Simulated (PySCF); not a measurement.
How do the members of this family differ from one of them?

PySCF, PBE0/def2-SVPD, density fitting, gas phase; each molecule at its own PBE0-D3(BJ)/def2-SVP geometry, one conformer. Singlet excitations by full TDDFT with frozen cores, triplets by Tamm–Dancoff TDDFT and ionisation energies by ΔSCF, from the lowest of the holes tried. 

Reference: `[BH2][GeH]1[CH2]CCC[CH2]1`, with HOMO energy -7.48 eV, LUMO energy -2.25 eV, lowest singlet excitation 3.80 eV, lowest triplet excitation 2.99 eV, mean polarisability 105.8 au and vertical ionisation energy 9.23 eV.

Changes against it:

| molecule | Δ HOMO energy (eV) | Δ LUMO energy (eV) | Δ lowest singlet excitation (eV) | Δ lowest triplet excitation (eV) | Δ mean polarisability (au) | Δ vertical ionisation energy (eV) |
| --- | --- | --- | --- | --- | --- | --- |
| C/N=[CH]\[GeH]1[CH2]CCC[CH2]1 | +0.89 | +1.57 | +0.29 | +0.33 | +15.1 | -0.82 |
| F[CH2][GeH]1[CH2]CCC[CH2]1 | -0.13 | +2.74 | +3.23 | +3.82 | -6.4 | +0.16 |
| C=[N][GeH]1[CH2]CCC[CH2]1 | +0.75 | +1.76 | +0.36 | +0.49 | +1.7 | -0.07 |

Rows whose labels were lost:

```json
{"row": "P", "Δ HOMO energy (eV)": "+0.14", "Δ LUMO energy (eV)": "+2.81", "Δ lowest singlet excitation (eV)": "+3.06", "Δ lowest triplet excitation (eV)": "+3.74", "Δ mean polarisability (au)": "-6.3", "Δ vertical ionisation energy (eV)": "-0.11"}
{"row": "Q", "Δ HOMO energy (eV)": "+0.37", "Δ LUMO energy (eV)": "+2.52", "Δ lowest singlet excitation (eV)": "+2.51", "Δ lowest triplet excitation (eV)": "+2.36", "Δ mean polarisability (au)": "+10.0", "Δ vertical ionisation energy (eV)": "-0.25"}
```

**Question.** Which row belongs to which of `[CH3][GeH]1[CH2]CCC[CH2]1` and `[PH2][GeH]1[CH2]CCC[CH2]1`?

**Answer.** P = `[CH3][GeH]1[CH2]CCC[CH2]1` and Q = `[PH2][GeH]1[CH2]CCC[CH2]1`. P and Q are told apart most clearly by the mean polarisability (-6.3 against +10.0 au); P lies nearest to the labelled row of `F[CH2][GeH]1[CH2]CCC[CH2]1`.

**Question.** Which row has the smallest HOMO–LUMO gap and which the largest, and does the HOMO or the LUMO shift more there?

**Answer.** Smallest, counted from the reference: `C/N=[CH]\[GeH]1[CH2]CCC[CH2]1`, +0.68 eV (HOMO +0.89, LUMO +1.57), the larger shift being that of the LUMO. Largest: `F[CH2][GeH]1[CH2]CCC[CH2]1`, +2.87 eV (HOMO -0.13, LUMO +2.74), the larger shift being that of the LUMO. The gap of the reference itself lies below all of them.
